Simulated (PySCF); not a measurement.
Compound: C3H5NOSi.
Atom-mapped SMILES: `[CH2:1]=[CH:2][O:3][SiH2:4][C:5]#[N:6]` (hydrogens: H7, H8 on C1; H9 on C2; H10, H11 on Si4)

Level of theory: PySCF 2.14.0, PBE0-D3(BJ)/def2-SVP geometry optimisation, gas phase.

Task: Give the optimised bond lengths and angles.

Result: 
```
            bond  length (pm)   order
           C1=C2        133.0  double
           C2–O3        136.0  single
          O3–Si4        165.8  single
          Si4–C5        186.4  single
           C5≡N6        116.0  triple
           C1–H7        109.2  single
           C1–H8        109.0  single
           C2–H9        109.8  single
Si4–H10, Si4–H11        148.2  single
```

Bonds in one row agree within 1 pm and their mean is given. Orders are formal, as drawn. A selection of angles:
```
      angle  degrees
   C2–C1–H7    121.2
   C2–C1–H8    119.6
   H7–C1–H8    119.2
   C1–C2–O3    122.4
   C1–C2–H9    122.1
   O3–C2–H9    115.5
  C2–O3–Si4    128.6
  O3–Si4–C5    108.4
 O3–Si4–H10    107.5
 O3–Si4–H11    112.6
 C5–Si4–H10    108.7
 C5–Si4–H11    106.5
H10–Si4–H11    113.1
  Si4–C5–N6    179.3
```

Dihedral angles: C1–C2–O3–Si4 -161° (antiperiplanar); C2–O3–Si4–C5 -46° (synclinal). The mirror-image conformer, all signs reversed, is as good.

Si4 (oxygen-bound silicon) is distorted tetrahedral (angles from 106.5° to 113.1°). Of the pairs four or more bonds apart, C5···H9 is among the closest relative to their van der Waals radii: 2.93 Å, 101 % of the sum of Bondi's values.

Point group: C1 (no symmetry element, even within 0.4 Å). No PBE0-D3(BJ)/def2-SVP frequencies stand behind this structure, so it isn't proved a minimum. The numbers are those of one conformer.
